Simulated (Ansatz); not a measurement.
Total energies of the cluster Ge7S6 (the lowest singlet isomer of a short search) from Ansatz at PBE-D4/def2-SVP, gas phase (1 Eh = 27.2114 eV = 2625.5 kJ/mol). The reference geometry is relaxed at r2SCAN-D4/def2-SVP.

```xyz
13

Ge   -0.553   -2.788   -1.431
Ge   -2.058    0.630   -1.101
Ge    1.943   -1.683   -1.170
Ge   -0.212   -0.733    2.518
Ge    1.901    0.665   -0.168
Ge   -1.853   -2.650    0.779
Ge    0.405    3.338    0.518
S    -0.018   -0.574   -2.064
S     1.107    1.185    1.878
S     0.636   -2.468    0.897
S     2.195    2.605   -1.032
S    -2.104   -0.296    1.142
S    -1.391    2.770   -0.767
```

```csv
state,geometry,energy (Eh)
charge 0 singlet,reference,-16922.90462
charge 1 doublet,reference,-16922.64317
charge -1 doublet,reference,-16922.96759
charge -1 doublet,relaxed at r2SCAN-D4/def2-SVP,-16923.00768
free Ge atom (triplet),–,-2076.34106
free S atom (triplet),–,-397.80063
```

(1) Work out the vertical ionisation energy to the doublet.

(2) Work out the vertical electron affinity, to the doublet.

(3) Give the fundamental gap IE − EA, the Mulliken electronegativity (IE + EA)/2 and the hardness (IE − EA)/2.

(4) How much does the charge -1 doublet relax, and what is the adiabatic electron affinity?

(5) What is the binding energy per atom against free atoms?

(1) E(charge 1 doublet) − E(charge 0 singlet) = -16922.64317 − (-16922.90462) = 0.26145 Eh = 7.11 eV. For comparison, −ε of the highest occupied level is 5.20 eV at this level, 1.91 eV less.

(2) E(charge 0 singlet) − E(charge -1 doublet) = -16922.90462 − (-16922.96759) = 0.06297 Eh = 1.71 eV. The basis lacks diffuse functions, which makes affinities too small.

(3) From the values in Eh: IE − EA = 0.26145 − 0.06297 = 0.19848 Eh = 5.40 eV; (IE + EA)/2 = 4.41 eV; (IE − EA)/2 = 2.70 eV. The HOMO–LUMO gap of the same run is 1.71 eV, 3.69 eV smaller than the fundamental gap.

(4) Relaxation: -16922.96759 − (-16923.00768) = 0.04009 Eh = 1.09 eV. Adiabatic electron affinity: 0.10306 Eh = 2.80 eV, without zero-point energy. 

(5) Atoms: 7 × (-2076.34106) + 6 × (-397.80063) = -16921.19120 Eh. Binding: -16921.19120 − (-16922.90462) = 1.71342 Eh = 46.62 eV, or 3.59 eV for each of 13 atoms (no zero-point energy, no counterpoise term).

At PBE-D4/def2-SVP the gap within one spin of the charge 1 doublet nearly closes, so an electron or hole may be smeared out by delocalisation error. At PBE-D4/def2-SVP the gap within one spin of the charge -1 doublet nearly closes, so an electron or hole may be smeared out by delocalisation error. At PBE-D4/def2-SVP the highest occupied level of the charge -1 doublet lies above zero (up to 0.11 eV). By energy differences its removal costs 1.71 eV (vertical, to the charge 0 singlet, at PBE-D4/def2-SVP); self-interaction error and the lack of diffuse functions both raise the level.  

The structure comes from a short search, and lower isomers may exist.
